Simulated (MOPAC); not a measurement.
MOPAC input (PM7):

```
PM7 PRECISE GNORM=0.05 LET XYZ CHARGE=1 GEO-OK AUX(PRECISION=9) THREADS=1
CH4BCl2S

C    -2.42152200 1    0.20399600 1    0.57420000 1
S    -1.25403600 1   -0.19187300 1   -0.76840000 1
B     0.51694300 1   -0.01825000 1   -0.02814900 1
Cl    0.71423300 1   -0.49869800 1    1.59638300 1
Cl    1.71004000 1    0.51177700 1   -1.12417800 1
H    -2.13666900 1    1.12600400 1    1.07073800 1
H    -3.40450600 1    0.27613900 1    0.11372700 1
H    -2.38909400 1   -0.64146300 1    1.25724500 1
H    -1.27338200 1    0.95420500 1   -1.47923600 1
```

From the output:

```
                                                       MOPAC v23.2.5 Linux

          FINAL HEAT OF FORMATION =        100.53388 KCAL/MOL =     420.63376 KJ/MOL

          COSMO AREA              =        139.57 SQUARE ANGSTROMS
          COSMO VOLUME            =        131.93 CUBIC ANGSTROMS

          GRADIENT NORM           =          0.02353          =       0.00784 PER ATOM
          IONIZATION POTENTIAL    =         15.193517 EV
          HOMO LUMO ENERGIES (EV) =        -15.194 -6.913
          NO. OF FILLED LEVELS    =         15
          MOLECULAR WEIGHT        =        129.8186         POINT GROUP:  C1

          MOLECULAR DIMENSIONS (Angstroms)

            Atom       Atom       Distance
            H     7   Cl     5     5.38292
            H     9   Cl     4     3.81435
            H     6    S     2     1.78807

          SCF CALCULATIONS        =         39

   ATOM   CHEMICAL          X               Y               Z
  NUMBER   SYMBOL      (ANGSTROMS)     (ANGSTROMS)     (ANGSTROMS)

     1       C         -2.40417154  *   0.14652845  *   0.55856961  *
     2       S         -1.26623335  *  -0.11210621  *  -0.78416868  *
     3       B          0.50569709  *  -0.00995682  *  -0.05190143  *
     4      Cl          0.72452368  *  -0.44332007  *   1.56754421  *
     5      Cl          1.76094177  *   0.43574341  *  -1.08781289  *
     6       H         -2.25919102  *   1.05848024  *   1.16592576  *
     7       H         -3.45846677  *   0.19244468  *   0.20617741  *
     8       H         -2.39779746  *  -0.70047406  *   1.27957499  *
     9       H         -1.40539303  *   1.00828443  *  -1.51316231  *

                             CARTESIAN COORDINATES

   1    C       -2.404171544     0.146528451     0.558569613
   2    S       -1.266233350    -0.112106212    -0.784168685
   3    B        0.505697089    -0.009956815    -0.051901430
   4   Cl        0.724523685    -0.443320067     1.567544213
   5   Cl        1.760941769     0.435743410    -1.087812893
   6    H       -2.259191021     1.058480243     1.165925759
   7    H       -3.458466772     0.192444682     0.206177412
   8    H       -2.397797456    -0.700474063     1.279574990
   9    H       -1.405393034     1.008284428    -1.513162309

           Empirical Formula: C H4 S B Cl2  =     9 atoms

      MOLECULAR POINT GROUP   :   C1

                  EIGENVALUES
 -34.05652 -30.61811 -30.02906 -27.96864 -21.21154 -20.47434 -19.81428 -19.52543
 -18.71869 -18.47776 -17.52974 -16.37121 -16.05149 -16.03090 -15.19352  -6.91314
  -6.61411  -6.36383  -6.04028  -5.90546  -5.78236  -5.36914  -4.93680  -3.85759
  -2.79825  -2.52369  -0.12222  -0.08889   1.18412  62.66786  62.90131  63.31773
  63.60031  63.75594  63.81621  63.97260  64.04540  64.65149  64.71125

              NET ATOMIC CHARGES AND DIPOLE CONTRIBUTIONS

  ATOM NO.   TYPE          CHARGE      No. of ELECS.   s-Pop       p-Pop       d-Pop
    1          C          -0.609777        4.6098     1.07975     3.53002
    2          S           0.446752        5.5532     1.76599     3.59721     0.19005
    3          B           0.315577        2.6844     0.68632     1.99810
    4         Cl          -0.006885        7.0069     1.98902     5.01487     0.00300
    5         Cl           0.010503        6.9895     1.98898     4.99800     0.00251
    6          H           0.215760        0.7842     0.78424
    7          H           0.231442        0.7686     0.76856
    8          H           0.232565        0.7674     0.76744
    9          H           0.164064        0.8359     0.83594
 DIPOLE           X         Y         Z       TOTAL
 POINT-CHG.    -5.353     0.698    -1.799     5.690
 HYBRID        -0.558     0.615     0.400     0.921
 SUM           -5.911     1.313    -1.398     6.214

          ATOMIC ORBITAL ELECTRON POPULATIONS

     Atom    s        px        py        pz      x^2-y^2     xz        z^2       yz        xy
    1  C   1.07975   1.15445   1.25997   1.11560
    2  S   1.76599   1.11443   1.37421   1.10856   0.05665   0.04597   0.02092   0.05486   0.01165
    3  B   0.68632   0.76157   0.45508   0.78146
    4 Cl   1.98902   1.93304   1.77878   1.30305   0.00046   0.00083   0.00106   0.00047   0.00018
    5 Cl   1.98898   1.55900   1.77094   1.66806   0.00067   0.00074   0.00049   0.00026   0.00034
    6  H   0.78424
    7  H   0.76856
    8  H   0.76744
    9  H   0.83594

 **********************
 *                    *
 * JOB ENDED NORMALLY *
 *                    *
 **********************

 == MOPAC DONE ==
```

The dipole moment of an ion depends on the origin.

The geometry given is a B3LYP-D3(BJ)/def2-TZVP minimum.
